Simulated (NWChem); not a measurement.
System meant: C$_{2}$HCl$_{2}$, doublet; SMILES Cl[C]=CCl

Here is an NWChem input.

```
start job
memory heap 200 mb stack 900 mb global 1100 mb
geometry units angstroms noautoz
  Cl     0.386712    -1.804478     0.000000
  C     -0.851077    -0.686263     0.000000
  C     -0.962511     0.637642     0.000000
  Cl     0.409914     1.731977     0.000000
  H     -1.942288     1.138482     0.000000
end
basis spherical
  Cl library def2-svp
  C library def2-svp
  H library def2-svp
end
dft
  odft
  mult 2
  xc b3lyp
  iterations 4
  mulliken
end
task dft energy
```

End of the output:

```
     --------------------------
     Expectation value of S2:
     --------------------------
      <S2> =      0.7557 (Exact =     0.7500)

 center of mass
 --------------
 x =   0.05317514 y =  -0.02428967 z =   0.00000000

 moments of inertia (a.u.)
 ------------------
         823.412205565485          -0.000000000000           0.000000000000
          -0.000000000000         123.252467841783           0.000000000000
           0.000000000000           0.000000000000         946.664673407268

     Multipole analysis of the density
     ---------------------------------

     L   x y z        total         alpha         beta         nuclear
     -   - - -        -----         -----         ----         -------
     0   0 0 0     -0.000000    -24.000000    -23.000000     47.000000

     1   1 0 0     -0.153701      0.707630     -0.861332     -0.000000
     1   0 1 0     -0.161043      0.734334     -0.895377      0.000000
     1   0 0 1     -0.000000      0.000000     -0.000000      0.000000

     2   2 0 0    -25.165557    -49.415512    -43.704826     67.954781
     2   1 1 0     -1.523635     -0.108012      2.811552     -4.227174
     2   1 0 1      0.000000      0.000000     -0.000000      0.000000
     2   0 2 0    -26.090265   -217.600443   -211.819542    403.329719
     2   0 1 1     -0.000000     -0.000000     -0.000000      0.000000
     2   0 0 2    -27.484929    -14.073377    -13.411552      0.000000

 ------------------------------------------------------------------------
 dft energy failed                                                                                  0
 ------------------------------------------------------------------------
 ------------------------------------------------------------------------
  current input line :
    22: task dft energy
 ------------------------------------------------------------------------
 ------------------------------------------------------------------------
 This type of error is most commonly associated with calculations not reaching convergence criteria
 ------------------------------------------------------------------------
 For more information see the NWChem manual at https://nwchemgit.github.io

0:dft energy failed:Received an Error in Communication
```

Task: Can this run be used? If not, why, and what is the fix?

Result: The run did not converge; its last values are not results. Cause: the SCF was allowed too few iterations. This input runs:
```
start job
memory heap 200 mb stack 900 mb global 1100 mb
geometry units angstroms noautoz
  Cl     0.386712    -1.804478     0.000000
  C     -0.851077    -0.686263     0.000000
  C     -0.962511     0.637642     0.000000
  Cl     0.409914     1.731977     0.000000
  H     -1.942288     1.138482     0.000000
end
basis spherical
  Cl library def2-svp
  C library def2-svp
  H library def2-svp
end
dft
  odft
  mult 2
  xc b3lyp
  iterations 150
  mulliken
end
task dft energy
```
It converges to -996.78332 Ha (B3LYP/def2-SVP, spin-unrestricted).
